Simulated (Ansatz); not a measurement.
`CC[SiH](F)[AlH2]`, charge 0, multiplicity 1.

Task: Give a relaxed structure at PBE0-D4/def2-TZVP (Ansatz). (An estimate is asked.)

Result: Ansatz gave: 
Cartesian coordinates in Å:
```
C 0.540 -2.020 0.498
C 0.168 -0.560 0.748
Si -0.136 0.417 -0.824
F -1.309 -0.330 -1.650
Al -0.724 2.789 -0.448
H 0.705 -2.557 1.436
H 1.454 -2.099 -0.095
H -0.250 -2.541 -0.048
H 0.966 -0.045 1.298
H -0.723 -0.495 1.382
H 1.092 0.302 -1.673
H 0.290 3.709 0.365
H -2.074 3.431 -0.988
```
This is one stationary point; other conformers may exist.
